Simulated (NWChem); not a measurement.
System: BSiH$_{3}$OClF; SMILES FB(Cl)O[SiH3]

Parts of the log:

```
             Northwest Computational Chemistry Package (NWChem) 7.3.0
             --------------------------------------------------------

                             Geometry "geometry" -> ""
                             -------------------------

 Output coordinates in angstroms (scale by  1.889725989 to convert to a.u.)

  No.       Tag          Charge          X              Y              Z
 ---- ---------------- ---------- -------------- -------------- --------------
    1 B                    5.0000     0.28469786     0.54106313     0.00335580
    2 Cl                  17.0000    -0.44935314     2.15253013    -0.00721820
    3 F                    9.0000     1.61272386     0.46350913     0.03287080
    4 O                    8.0000    -0.49243714    -0.54964988    -0.01691020
    5 Si                  14.0000    -0.26456114    -2.21510588    -0.00380320
    6 H                    1.0000     1.18823186    -2.54950788    -0.26090820
    7 H                    1.0000    -1.14495214    -2.78496688    -1.09165220
    8 H                    1.0000    -0.69892714    -2.72675388     1.35117980

 Effective nuclear repulsion energy (a.u.)     261.6461676994

                                Z-matrix (autoz)
                                --------

 Units are Angstrom for bonds and degrees for angles

      Type          Name      I     J     K     L     M      Value
      ----------- --------  ----- ----- ----- ----- ----- ----------
    1 Stretch                  1     2                       1.77081
    2 Stretch                  1     3                       1.33062
    3 Stretch                  1     4                       1.33940
    4 Stretch                  4     5                       1.68102
    5 Stretch                  5     6                       1.51279
    6 Stretch                  5     7                       1.51104
    7 Stretch                  5     8                       1.51210
    8 Bend                     1     4     5               136.72026
    9 Bend                     2     1     3               117.83284
   10 Bend                     2     1     4               120.02961
   11 Bend                     3     1     4               122.13752
   12 Bend                     4     5     6               110.35642
   13 Bend                     4     5     7               106.80074
   14 Bend                     4     5     8               107.65487
   15 Bend                     6     5     7               110.72057
   16 Bend                     6     5     8               110.69336
   17 Bend                     7     5     8               110.49649
   18 Torsion                  1     4     5     6         -12.35223
   19 Torsion                  1     4     5     7        -132.76538
   20 Torsion                  1     4     5     8         108.55329
   21 Torsion                  2     1     4     5        -179.32381
   22 Torsion                  3     1     4     5           0.61620

                           NWChem Geometry Optimization
                           ----------------------------

 maximum gradient threshold         (gmax) =   0.000015
 rms gradient threshold             (grms) =   0.000010
 maximum cartesian step threshold   (xmax) =   0.000060
 rms cartesian step threshold       (xrms) =   0.000040
 fixed trust radius                (trust) =   0.300000
 source of zmatrix                         =   autoz

          -------------------
          Energy Minimization
          -------------------

 Using diagonal initial Hessian
 Scaling for Hessian diagonals: bonds = 1.00  angles = 0.25  torsions = 0.10

          --------
          Step   0

                                 NWChem DFT Module
                                 -----------------

[...]

      ----------------------
      Optimization converged
      ----------------------

  Step       Energy      Delta E   Gmax     Grms     Xrms     Xmax
  ---- ---------------- -------- -------- -------- -------- --------
@   36    -951.59115919  4.7D-10  0.00001  0.00000  0.00002  0.00006
                                     ok       ok       ok       ok

                                Z-matrix (autoz)
                                --------

 Units are Angstrom for bonds and degrees for angles

      Type          Name      I     J     K     L     M      Value     Gradient
      ----------- --------  ----- ----- ----- ----- ----- ---------- ----------
    1 Stretch                  1     2                       1.76846   -0.00000
    2 Stretch                  1     3                       1.33258   -0.00000
    3 Stretch                  1     4                       1.34098    0.00001
    4 Stretch                  4     5                       1.68625    0.00000
    5 Stretch                  5     6                       1.48343   -0.00000
    6 Stretch                  5     7                       1.47929    0.00000
    7 Stretch                  5     8                       1.48343   -0.00000
    8 Bend                     1     4     5               131.47529    0.00000
    9 Bend                     2     1     3               117.99124    0.00000
   10 Bend                     2     1     4               120.44402   -0.00000
   11 Bend                     3     1     4               121.56473    0.00000
   12 Bend                     4     5     6               109.89471   -0.00000
   13 Bend                     4     5     7               106.11359   -0.00000
   14 Bend                     4     5     8               109.89583   -0.00000
   15 Bend                     6     5     7               110.35093    0.00000
   16 Bend                     6     5     8               110.15950    0.00000
   17 Bend                     7     5     8               110.35095    0.00000
   18 Torsion                  1     4     5     6         -60.70485   -0.00000
   19 Torsion                  1     4     5     7         179.98658   -0.00000
   20 Torsion                  1     4     5     8          60.67740   -0.00000
   21 Torsion                  2     1     4     5         179.99795   -0.00000
   22 Torsion                  3     1     4     5          -0.00206   -0.00000

                         Geometry "geometry" -> "geometry"
                         ---------------------------------

 Output coordinates in angstroms (scale by  1.889725989 to convert to a.u.)

[...]

 Rotational Constants
 --------------------
 A=   0.253305 cm-1  (  0.364441 K)
 B=   0.050709 cm-1  (  0.072958 K)
 C=   0.042892 cm-1  (  0.061711 K)

 Temperature                      =   298.15K
 frequency scaling parameter      =   1.0000

 Zero-Point correction to Energy  =   24.233 kcal/mol  (  0.038618 au)
 Thermal correction to Energy     =   28.361 kcal/mol  (  0.045197 au)
 Thermal correction to Enthalpy   =   28.954 kcal/mol  (  0.046141 au)

 Total Entropy                    =   83.420 cal/mol-K
   - Translational                =   40.037 cal/mol-K (mol. weight = 111.9719)
   - Rotational                   =   27.461 cal/mol-K (symmetry #  =        1)
   - Vibrational                  =   15.922 cal/mol-K

 Cv (constant volume heat capacity) =   20.582 cal/mol-K
   - Translational                  =    2.979 cal/mol-K
   - Rotational                     =    2.979 cal/mol-K
   - Vibrational                    =   14.623 cal/mol-K

[normal modes left out]

 ----------------------------------------------------------------------------
 Normal Eigenvalue ||           Projected Infra Red Intensities
  Mode   [cm**-1]  || [atomic units] [(debye/angs)**2] [(KM/mol)] [arbitrary]
 ------ ---------- || -------------- ----------------- ---------- -----------
    1       -0.000 ||    0.000000           0.000         0.000       0.000
    2       -0.000 ||    0.000015           0.000         0.014       0.001
    3       -0.000 ||    0.000515           0.012         0.502       0.050
    4        0.000 ||    0.000115           0.003         0.112       0.011
    5        0.000 ||    0.000305           0.007         0.297       0.030
    6        0.000 ||    0.000283           0.007         0.276       0.027
    7       57.736 ||    0.000000           0.000         0.000       0.000
    8       95.792 ||    0.000380           0.009         0.371       0.037
    9       96.226 ||    0.001093           0.025         1.066       0.106
   10      287.061 ||    0.008581           0.198         8.365       0.831
   11      414.730 ||    0.000560           0.013         0.546       0.054
   12      592.998 ||    0.023877           0.551        23.276       2.313
   13      630.117 ||    0.079342           1.830        77.347       7.686
   14      724.512 ||    0.071576           1.651        69.776       6.933
   15      746.292 ||    0.057407           1.324        55.964       5.561
   16      864.682 ||    0.005999           0.138         5.849       0.581
   17      960.102 ||    0.072648           1.676        70.821       7.037
   18      961.141 ||    0.086702           2.000        84.521       8.399
   19      987.942 ||    0.469587          10.834       457.777      45.489
   20     1224.635 ||    0.562284          12.972       548.142      54.468
   21     1456.264 ||    0.642466          14.822       626.308      62.235
   22     2273.120 ||    0.081306           1.876        79.261       7.876
   23     2282.382 ||    0.168608           3.890       164.367      16.333
   24     2303.680 ||    0.143917           3.320       140.297      13.941
 ----------------------------------------------------------------------------
```

Level: B3LYP/6-31G* (spherical d). 

**Question.** Write an input that gives this output.

**Answer.** This is not unique; one that fits is the input that was run:
```
start job
memory heap 200 mb stack 900 mb global 1100 mb
geometry units angstroms noautosym
  B      0.291413     0.582573     0.003096
  Cl    -0.442638     2.194040    -0.007478
  F      1.619439     0.505019     0.032611
  O     -0.485722    -0.508140    -0.017170
  Si    -0.257846    -2.173596    -0.004063
  H      1.194947    -2.507998    -0.261168
  H     -1.138237    -2.743457    -1.091912
  H     -0.692212    -2.685244     1.350920
end
basis spherical
  * library 6-31g*
end
dft
  xc b3lyp
  grid fine
  iterations 150
end
driver
  maxiter 120
  tight
end
task dft optimize
task dft freq
```
